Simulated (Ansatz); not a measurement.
System: AlH (charge -1, doublet). 
Geometry from a B3LYP-D3(BJ)/def2-TZVP (Ansatz, a program for electronic structure) optimisation:
```xyz
2

Al     0.0000     0.0000    -0.1223
H      0.0000     0.0000     1.5896
```
Charge -1, spin multiplicity 2.

**Question.** Give the harmonic wavenumbers at B3LYP-D3(BJ)/def2-TZVP (Ansatz, finite differences of forces, unscaled).

**Answer.** 1416 cm⁻¹. Zero-point energy 2.0 kcal/mol.

**Question.** From these and the geometry, give the ideal-gas thermochemistry at 298.15 K and 1 atm (rigid rotor, harmonic oscillator).

**Answer.** Point group C∞v, rotational symmetry number 1. Rotational constants 177.5, 177.5 GHz. S(trans) 35.92, S(rot) 9.05, S(vib) 0.02, S(elec, spin only) 1.38, S 46.4 cal/(mol K). H(298) - H(0) 2.08 kcal/mol; G - E(el) -9.7 kcal/mol.
